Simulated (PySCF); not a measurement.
Gas-phase reaction: TiCl4 + H2O + TiOCl2 → 2 TiCl3OH

Energies from PySCF, thermal terms from the rigid-rotor harmonic-oscillator model, ideal gas at 1 bar. S°(298 K) at PBE0/def2-TZVP differs from the NASA 1993 table for TiOCl2 (+10 J/mol/K); whether the harmonic model or the table's entry is off was not settled. † marks an energy on the PBE0/def2-TZVP geometry and frequencies; other levels use their own. MP2 and CCSD(T) freeze the core. 6-31G* has spherical d functions here. All species are closed-shell singlets. B3LYP is the form with VWN-RPA correlation. TiCl3OH: computed as isolated molecules; such fragments, hydroxides, amides, oligomers or adducts are transient or little studied in the gas. MP2 isn't extrapolated to the basis-set limit; its ΔH°(298 K) is -150.6 kJ in def2-SVP and -140.3 kJ in def2-TZVPP. CCSD(T) isn't extrapolated to the basis-set limit. The harmonic model lacks anharmonicity and excited electronic states, which grow with temperature; levels with a mode under 35 cm⁻¹ are left out. Soft modes under 120 cm⁻¹ make the harmonic entropy rough for TiCl4, TiOCl2, TiCl3OH. Warning, large T1 diagnostic: TiCl4, TiCl3OH, TiOCl2 (CCSD(T)/def2-SVP†). Warning, point group unlike the PBE0 one: TiCl3OH (HF/6-31G*).

| level | ΔE electronic, kJ | ΔH°(298 K), kJ | ΔS°(298 K), J/K | ΔG°(1800 K), kJ |
|---|---|---|---|---|
| B3LYP/def2-TZVP† | -216 | -216 | -102 | -66 |
| CCSD(T)/def2-SVP† | -200 | -200 | -102 | -51 |
| HF/6-31G* | -233 | -234 | -83 | -118 |
| MP2/def2-TZVPP† | -141 | -140 | -102 | 9 |
| PBE0/def2-SVP† | -234 | -233 | -102 | -84 |
| PBE0/def2-TZVP | -219 | -219 | -102 | -69 |
| LDA/def2-TZVP† | -262 | -262 | -102 | -112 |
| ωB97M-V/def2-TZVP† | -223 | -222 | -102 | -73 |
| ωB97X-V/def2-TZVP† | -220 | -220 | -102 | -71 |
ΔH° is lowest at LDA/def2-TZVP† and highest at MP2/def2-TZVPP†. No reference value is set beside these.
